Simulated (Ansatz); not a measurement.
Compare A (`[CH3][Ga]([CH3])[NH2]`) with its isomer B (`C[NH][GaH][CH3]`).

Computed with Ansatz on PBE0-D4/def2-TZVP structures; ΔE is electronic, products minus reactants. CCSD(T)/CBS adds triple-zeta CCSD(T) − MP2 to the extrapolated MP2 energy (def2 sets, frozen cores). DFT in def2-TZVPP. B3LYP here is the variant with VWN-RPA as its local correlation; programs differ in this. For Ga outer-core shells are correlated without core-valence functions, which leaves a few kJ/mol of doubt a bond. Scalar relativity is left out up to krypton. Each species was taken in one conformer, which may not be the lowest.

Question: Which isomer does CCSD(T)/CBS put lower? Give the gap. (An estimate is asked.)

Answer: Computed: A, by 18.5 kcal/mol.

Question: Give E(B) − E(A) in kcal/mol with CCSD/def2-TZVPP, CCSD(T)/def2-SVP, PBE0-D4, B3LYP-D4, B3LYP, CCSD(T)/def2-TZVPP, LDA (SPW92). (Best estimate.)

Answer: Ansatz gave: CCSD/def2-TZVPP 17.7, CCSD(T)/def2-SVP 12.7, PBE0-D4 16.8, B3LYP-D4 16.3, B3LYP 16.6, CCSD(T)/def2-TZVPP 17.7, LDA (SPW92) 15.1. None reverses the order clearly.

Question: Does the order hold for the free energy at 298.15 K (harmonic terms from PBE0-D4)? (Best estimate.)

Answer: Ansatz gave: Yes: G(B) − G(A) = +18.4 kcal/mol, for one conformer each. Modes under 60 cm⁻¹, often nearly free rotors, make the harmonic entropy too high.

Largest T1 diagnostic: 0.013.

At CCSD(T), def2-SVP lies −5.8 kcal/mol from the extrapolated value and def2-TZVPP −0.8 kcal/mol. In def2-TZVPP, CCSD(T) changes the Hartree–Fock value by +1.8 kcal/mol (the triples alone add +0.0 kcal/mol) and MP2 by +3.1 kcal/mol.
